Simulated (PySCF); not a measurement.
**Zn (zinc, neutral) across methods**

[Ar] 3d9 4s2 4p1, one real determinant (an excited configuration). All numbers are calculated (PySCF 2.14, the spin-free X2C one-electron Hamiltonian (Gaussian nucleus), in ANO-RCC-VTZP (6s5p3d2f1g, 59 functions)).

```json
{"method": "B3LYP", "E (hartree)": "-1795.575", "mean ε 4s α (eV)": "-9.722", "mean ε 4s β (eV)": "-8.884", "mean ε 4p α (eV)": "-3.625", "Σ⟨r²⟩ (bohr²)": "40.06", "⟨S²⟩": "2.001"}
{"method": "r2SCAN", "E (hartree)": "-1795.490", "mean ε 4s α (eV)": "-9.094", "mean ε 4s β (eV)": "-8.218", "mean ε 4p α (eV)": "-3.295", "Σ⟨r²⟩ (bohr²)": "39.79", "⟨S²⟩": "2.003"}
{"method": "M06-L", "E (hartree)": "-1795.435", "mean ε 4s α (eV)": "-8.858", "mean ε 4s β (eV)": "-7.983", "mean ε 4p α (eV)": "-2.949", "Σ⟨r²⟩ (bohr²)": "39.99", "⟨S²⟩": "2.003"}
{"method": "PBE", "E (hartree)": "-1795.261", "mean ε 4s α (eV)": "-8.829", "mean ε 4s β (eV)": "-8.035", "mean ε 4p α (eV)": "-3.038", "Σ⟨r²⟩ (bohr²)": "40.11", "⟨S²⟩": "2.001"}
{"method": "MN15", "E (hartree)": "-1796.694", "mean ε 4s α (eV)": "-10.482", "mean ε 4s β (eV)": "-9.645", "mean ε 4p α (eV)": "-4.171", "Σ⟨r²⟩ (bohr²)": "40.24", "⟨S²⟩": "2.002"}
{"method": "LDA", "E (hartree)": "-1792.492", "mean ε 4s α (eV)": "-9.060", "mean ε 4s β (eV)": "-8.334", "mean ε 4p α (eV)": "-3.034", "Σ⟨r²⟩ (bohr²)": "39.84", "⟨S²⟩": "2.001"}
{"method": "UHF", "E (hartree)": "-1793.94019", "mean ε 4s α (eV)": "-12.337", "mean ε 4s β (eV)": "-10.388", "mean ε 4p α (eV)": "-5.844", "Σ⟨r²⟩ (bohr²)": "41.07", "⟨S²⟩": "2.003"}
```

(1) Estimate the same row for PBE0.

⟨L²⟩ = 8.01 against 12 for a pure F term, so this real determinant mixes terms.

Results:

(1) E (hartree) = -1795.270; mean ε 4s α (eV) = -9.901; mean ε 4s β (eV) = -8.856; mean ε 4p α (eV) = -3.884; Σ⟨r²⟩ (bohr²) = 40.07; ⟨S²⟩ = 2.002.
